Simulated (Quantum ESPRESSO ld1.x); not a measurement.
Results of a calculation; reference values are marked as such.
Q: Species: Gd2+. Configuration: [Xe] 4f7 5d1. Code: ld1.x of Quantum ESPRESSO 7.5. Model: scalar-relativistic Kohn-Sham, LDA (Slater exchange, VWN5 correlation), spin-polarised, spherical densities, point nucleus; open shells are filled with parallel spins first. Some entries of the table are withheld. Estimate them.

orbital  occ.  eigenvalue (hartree)  r(max) (bohr)
1s down     1              -1840.06        0.01393
1s up       1              -1840.06        0.01393
2s up       1              -304.255        0.07906
2s down     1              -304.250        0.07906
2p up       3              -270.921        0.06396
2p down     3              -270.917        0.06396
3s up       1              -67.8431         0.2245
3s down     1              -67.7427         0.2244
3p up       3              -57.5167         0.2203
3p down     3              -57.4171         0.2201
3d up       5              -43.8459         0.1800
3d down     5              -43.7676         0.1799
4s up       1              -14.1220         0.5158
4s down     1              -13.8998         0.5156
4p up       3              -10.7160         0.5383
4p down     3              -10.4962         0.5381
4d up       5              -6.00348         0.5590
4d down     5              -5.78787         0.5588
5s up       1              -2.38703          1.190
5s down     1              -2.26537          1.201
5p up       3              -1.54925            (1)
5p down     3              -1.45131            (2)
4f up       7              -0.90218         0.5656
4f down     0              -0.70947         0.5688
5d up       1              -0.58692          1.868
5d down     0              -0.53117          1.933

A: 
(1) 5p up r(max) (bohr): 1.346
(2) 5p down r(max) (bohr): 1.365
